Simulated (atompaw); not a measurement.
Cutoff test, copper, PAW (atompaw)

```json
{"Element": "Cu (Z = 29)", "Generator": "atompaw 4.2.0.5", "Type": "PAW", "Functional": "LDA (PW92)", "Relativity": "non-relativistic", "Frozen core": "[Ar]", "Valence charge": "11", "Reference configuration": "3d9 4s0 4p0 (charge +2)", "Partial waves": "4s (bound, empty): rc 2.45 bohr; 4s channel at -1.3 Ry: rc 2.45 bohr; 4p (bound, empty): rc 2.45 bohr; 4p channel at -0.2 Ry: rc 2.45 bohr; 3d (bound): rc 1.30 bohr; 3d channel at -1.6 Ry: rc 1.30 bohr", "Local potential": "bessel scheme, radius 2.20 bohr", "Core correction": "smooth core density matched at 2.30 bohr", "Augmentation charge": "sinc compensation charge, radius 2.10 bohr; PAW radius 2.45 bohr; waves and projectors: custom polynom vanderbiltortho"}
```

The pseudo-atom Hamiltonian at the reference potential is diagonalised in spherical Bessel functions j_l(qr) that vanish at 20 bohr, with q² up to the cutoff. All-electron valence levels (Ry): 4s -1.6269, 4p -1.1219, 3d -2.2192.

How do the lowest levels (Ry) of each channel move with the cutoff, and are there ghosts?

| cutoff (Ry) | s #1 | p #1 | d #1 | f #1 | Σ f·Δε (mRy) |
| --- | --- | --- | --- | --- | --- |
| 8 | -1.6264 | -1.1215 | -0.6714 | -0.2643 | 13930.0 |
| 12 | -1.6268 | -1.1218 | -0.7642 | -0.2643 | 13094.7 |
| 21 | -1.6269 | -1.1219 | -1.3646 | -0.2643 | 7691.4 |
| 30 | -1.6269 | -1.1219 | -1.8979 | -0.2643 | 2891.3 |
| 40 | -1.6269 | -1.1219 | -2.1666 | -0.2643 | 473.4 |
| 50 | -1.6269 | -1.1219 | -2.2124 | -0.2643 | 60.9 |
| 70 | -1.6269 | -1.1219 | -2.2162 | -0.2643 | 26.7 |
| 90 | -1.6269 | -1.1219 | -2.2183 | -0.2643 | 7.4 |
| 110 | -1.6269 | -1.1219 | -2.2189 | -0.2643 | 1.9 |
| 160 | -1.6269 | -1.1219 | -2.2191 | -0.2643 | 0.4 |
| 200 | -1.6269 | -1.1219 | -2.2191 | -0.2643 | 0.2 |
| 400 | -1.6269 | -1.1219 | -2.2192 | -0.2643 | 0.0 |

Result: no extra level below or beside the all-electron valence levels (s, p, d, f tested); 10 mRy is reached at 90 Ry and 1 mRy at 160 Ry.
